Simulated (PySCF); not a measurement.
These 3 structures share the formula C9H14O. The calculation used PBE0-D3(BJ)/def2-SVP geometry optimisation, gas phase (PySCF 2.14.0). One conformer each; no zero-point energy, no entropy. No frequencies were run at this level. Point groups hold within 0.08 Å.

**Question.** Rank from lowest to highest electronic energy at this level (kJ/mol).
A. `[CH3:1][CH2:2][O:3]/[CH:4]=[CH:5]\[C@@H:6]1[CH2:7][C:8]12[CH2:9][CH2:10]2` with C1–C2–O3–C4 169°, C2–O3–C4–C5 8°, C4–C5–C6–C7 -136°
B. `[O:1]=[CH:2]/[C:3]1=[CH:4]\[CH2:5][CH2:6][CH2:7][CH2:8][CH2:9][CH2:10]1` with O1–C2–C3–C4 -168°, C3–C4–C5–C6 88°, C4–C5–C6–C7 -48°, C5–C6–C7–C8 81°, C6–C7–C8–C9 -113°
C. `[CH3:1][CH:2]([CH3:3])[O:4][C@@H:5]1[CH:6]=[CH:7][C@H:8]2[CH2:9][C@@H:10]12` with C1–C2–O4–C5 -154°, C2–O4–C5–C6 -160°

**Answer.** B (0.0), C (53.6), A (175.0).

As drawn, the lowest has a C=O bond, which the highest lacks; the highest has a three-membered ring and a quaternary carbon, which the lowest lacks.

```tsv
SMILES	E (Eh)	E rel (kJ/mol)	dipole (D)	point group	A, B, C (MHz)
O=C/C1=C\CCCCCC1	-425.78544	0.0	3.38	C1	1727, 1245, 968.0
CC(C)O[C@@H]1C=C[C@H]2C[C@H]21	-425.76502	53.6	1.23	C1	2869, 772.8, 734.6
CCO/C=C\[C@@H]1CC12CC2	-425.71878	175.0	1.15	C1	2875, 589.0, 553.2
```
